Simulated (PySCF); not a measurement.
# Pd⁴²⁺ (palladium, charge +42): Hartree-Fock from Schrödinger to Dirac-Coulomb-Breit

Occupied: 1s1/2, 2s1/2. Hartree-Fock calculated with PySCF 2.14 in an uncontracted even-tempered set (19 s from 6.8 bohr⁻², ratio 2.3; 14 p from 8.2 bohr⁻², ratio 2.3), Gaussian nucleus throughout. NR is non-relativistic, sf-X2C the spin-free one-electron X2C Hamiltonian, X2C adds the bare one-electron spin-orbit term, X2C-SNSO screens it by Boettger's factors, DC is four-component Dirac-Coulomb, and the Gaunt and Breit terms are added at first order (total energies over the DC spinors, levels after relaxing the spinors in that mean field). QED terms are absent. Levels marked empty are virtual spinors of this ion.

```json
{"level (eV)": "1s1/2", "NR": "-27529.2", "sf-X2C": "-28310.8", "X2C": "-28310.8", "X2C-SNSO": "-28310.8"}
{"level (eV)": "2s1/2", "NR": "-6523.7", "sf-X2C": "-6757.6", "X2C": "-6757.6", "X2C-SNSO": "-6757.6"}
{"level (eV)": "2p1/2 (empty)", "NR": "-6265.8", "sf-X2C": "-6354.3", "X2C": "-6484.9", "X2C-SNSO": "-6478.9"}
{"level (eV)": "2p3/2 (empty)", "NR": "-6265.8", "sf-X2C": "-6354.3", "X2C": "-6294.7", "X2C-SNSO": "-6297.2"}
{"level (eV)": "3s1/2 (empty)", "NR": "-2767.5", "sf-X2C": "-2845.3", "X2C": "-2845.3", "X2C-SNSO": "-2845.3"}
```

Problem. Where do the four-component calculations put these levels?

Solution. 1s1/2: DC -28329.6, DC+Gaunt -28290.9, DC+Breit -28291.3; 2s1/2: DC -6759.6, DC+Gaunt -6755.3, DC+Breit -6755.7; 2p1/2 (empty): DC -6480.6, DC+Gaunt -6472.6, DC+Breit -6473.7; 2p3/2 (empty): DC -6297.6, DC+Gaunt -6293.0, DC+Breit -6294.2; 3s1/2 (empty): DC -2845.8, DC+Gaunt -2844.6, DC+Breit -2844.8 (eV).

| Hamiltonian | E (hartree) | E − E(DC) (hartree) | CPU seconds |
| --- | --- | --- | --- |
| NR | -2573.4911 | 79.5316 | 0.49 |
| sf-X2C | -2652.2430 | 0.7797 | 0.29 |
| X2C | -2652.2430 | 0.7797 | 0.29 |
| X2C-SNSO | -2652.2430 | 0.7797 | 0.29 |
| DC | -2653.0227 | 0.0000 | 6 |
| DC+Gaunt | -2651.4069 | 1.6158 | 10 |
| DC+Breit | -2651.4392 | 1.5835 | 84 |

Weight of the small component: 1s1/2 0.0286, 2s1/2 0.00673, 2p1/2 0.00662, 2p3/2 0.00642, 3s1/2 0.00281.

Koopmans' value for the highest occupied level at DC+Breit: 6755.7 eV, against an ionisation energy of 6759 ± 6 eV (semi-empirical (NIST evaluation); NIST Atomic Spectra Database, ionization energies); the former lacks relaxation, correlation, QED and recoil.

The whole ladder took 100 s of wall time on 1 thread of Neoverse-N1 (shared host), launched as `OMP_NUM_THREADS=1 python relrun2.py TASK.json OUT` (a driver that calls PySCF for each Hamiltonian).

Dirac-Coulomb iterations, started from the X2C spinors:

```
with_ssss True, with_gaunt False, with_breit False
light speed = 137.03599967994
init E= -2643.47180993644
cycle= 1 E= -2653.0226174037  delta_E= -9.55  |g|= 0.744  |ddm|= 0.0497
cycle= 2 E= -2653.02265885164  delta_E= -4.14e-05  |g|= 0.00182  |ddm|= 0.000458
cycle= 3 E= -2653.02265885254  delta_E= -8.98e-10  |g|= 5.45e-06  |ddm|= 8.11e-06
```
